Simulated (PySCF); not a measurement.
## Excitation energy of F⁺ by level of theory

F⁺ [He] 2s2 2p4 (3P) → F⁺ [He] 2s1 2p4 3s1 (5P), as a difference of total energies. All numbers are calculated (PySCF 2.14, scalar relativity by spin-free X2C-1e, in aug-cc-pCVTZ-DK (7s6p4d2f, 59 functions)). Correlated levels: valence: 1s2 frozen; valence and next inner shell: nothing frozen. The calculations carry no spin-orbit coupling.

```json
{"method": "UHF", "excitation energy (cm⁻¹)": "319890"}
{"method": "LDA", "excitation energy (cm⁻¹)": "323830"}
{"method": "PBE", "excitation energy (cm⁻¹)": "322850"}
{"method": "PBE0", "excitation energy (cm⁻¹)": "325110"}
{"method": "r2SCAN", "excitation energy (cm⁻¹)": "322760"}
{"method": "BHandHLYP", "excitation energy (cm⁻¹)": "329770"}
{"method": "B3LYP", "excitation energy (cm⁻¹)": "327050"}
{"method": "M06-2X", "excitation energy (cm⁻¹)": "331630"}
{"method": "TPSS", "excitation energy (cm⁻¹)": "326740"}
{"method": "MP2 (valence)", "excitation energy (cm⁻¹)": "327600"}
{"method": "SCS-MP2 (valence)", "excitation energy (cm⁻¹)": "329030"}
{"method": "MP2 (valence and next inner shell)", "excitation energy (cm⁻¹)": "327520"}
{"method": "SCS-MP2 (valence and next inner shell)", "excitation energy (cm⁻¹)": "328980"}
```

The upper state lies above the first ionisation limit, where it may autoionise and the basis confines it. A Rydberg-like electron needs more diffuse functions than a valence basis has.

The promoted electron is Rydberg-like, and one or two diffuse shells describe it only roughly, which tends to raise the upper state.
